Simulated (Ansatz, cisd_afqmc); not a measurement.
Species: BO, charge 1, singlet. BO+ (parent SMILES [B]=O, singlet).
B3LYP-D3(BJ)/def2-TZVP minimum from Ansatz (an electronic-structure program):
```xyz
2

B      0.0000     0.0000    -0.7313
O      0.0000     0.0000     0.4571
```
Charge +1, spin multiplicity 1.

Total energies in cc-pVTZ, 8 correlated electrons, 2 frozen orbitals. Open shells are spin-unrestricted; no spin-orbit coupling. Cores are frozen in correlated methods. No relativity. The Monte Carlo rows (phaseless AFQMC, CISD trial, step 0.005/hartree) carry one-sigma bars that omit the constraint's bias. Outlying blocks are dropped, and bars are widened where a walk drifts. Over all cases where full CI ran beside it in this data, AFQMC minus full CI had a median of +0.1 mEh and passed +0.4 mEh in a tenth of the cases. The T1 diagnostic of BO+ (parent SMILES [B]=O, singlet) reaches 0.055 in the sets run. The spin of BO+ (parent SMILES [B]=O, singlet) was assumed, and the state is the lowest solution found for it.

```json
[
 {"method": "HF", "program": "Ansatz", "energy (Eh)": "-99.06729", "minus CCSDTQ (mEh)": "328.69"},
 {"method": "MP2", "program": "Ansatz", "energy (Eh)": "-99.38304", "minus CCSDTQ (mEh)": "12.94"},
 {"method": "CCSD", "program": "Ansatz", "energy (Eh)": "-99.37544", "minus CCSDTQ (mEh)": "20.54"},
 {"method": "CCSD(T)", "program": "Ansatz", "energy (Eh)": "-99.39418", "minus CCSDTQ (mEh)": "1.81"},
 {"method": "CCSDT(Q)", "program": "Ansatz", "energy (Eh)": "-99.39710", "minus CCSDTQ (mEh)": "-1.12"},
 {"method": "CCSDTQ", "program": "Ansatz", "energy (Eh)": "-99.39598", "minus CCSDTQ (mEh)": "0.00"},
 {"method": "AFQMC/CISD", "program": "cisd_afqmc", "energy (Eh)": "-99.3940 ± 0.0004", "minus CCSDTQ (mEh)": "2.0 ± 0.4"}
]
```

Rough core times of Ansatz's runs on a shared machine: CCSD(T) under 20 s, CCSDT(Q) 30 s, CCSDTQ 20 min.
